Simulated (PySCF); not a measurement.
In(NHMe)(OH)2 (CH₆InNO₂), SMILES C[NH][In]([OH])[OH]. Atoms are numbered in the order given.

```xyz
11

In    -0.0541     0.0009     0.2983
N      0.8064    -0.6881    -1.4096
C      0.4329    -0.2161    -2.7335
H      1.0783    -1.6680    -1.4044
H     -0.4274    -0.7479    -3.1879
H      1.2817    -0.3070    -3.4372
H      0.1667     0.8519    -2.6952
O     -1.0585     1.7349     0.2551
H     -1.3360     1.9873     1.1472
O      0.1727    -0.7929     2.1335
H      0.7323    -1.5819     2.1200
```
Charge 0, spin multiplicity 1.

Geometry: B3LYP-D3(BJ)/def2-SVP. The structure was generated by enumeration; whether it is a known compound was not checked. The def2 effective core potentials stand for the cores of In; spin–orbit coupling is left out. The values are those of a single conformer.

Computed with TDDFT-PBE/def2-SVPD run with PySCF.

Vertical excitations. The molecule is in vacuum.

Computed excitation energies, oscillator strengths and character:
```
state  energy (eV)  λ (nm)      f                            main pairs
-----  -----------  ------  -----  ------------------------------------
S1            3.13     396  0.017                        HOMO→LUMO 98 %
S2            4.26     291  0.000                     HOMO−1→LUMO 100 %
S3            4.73     262  0.022    HOMO−2→LUMO 64 %, HOMO→LUMO+1 33 %
S4            4.85     256  0.040    HOMO→LUMO+1 51 %, HOMO−2→LUMO 35 %
S5            5.16     240  0.004                      HOMO→LUMO+2 96 %
S6            5.28     235  0.068  HOMO−3→LUMO 69 %, HOMO−1→LUMO+1 19 %
S7            5.51     225  0.052    HOMO→LUMO+3 50 %, HOMO−4→LUMO 40 %
S8            5.65     220  0.112    HOMO→LUMO+3 49 %, HOMO−4→LUMO 32 %
S9            5.88     211  0.010                      HOMO→LUMO+4 97 %
S10           6.23     199  0.091  HOMO−1→LUMO+1 67 %, HOMO−3→LUMO 10 %
T1            2.71     457      0                        HOMO→LUMO 99 %
T2            3.96     313      0                     HOMO−1→LUMO 100 %
T3            4.20     295      0                      HOMO→LUMO+1 97 %
T4            4.36     284      0                      HOMO−2→LUMO 97 %
```
Triplets are in the Tamm–Dancoff approximation, which puts them higher than full response would, so one can lie above its singlet here.
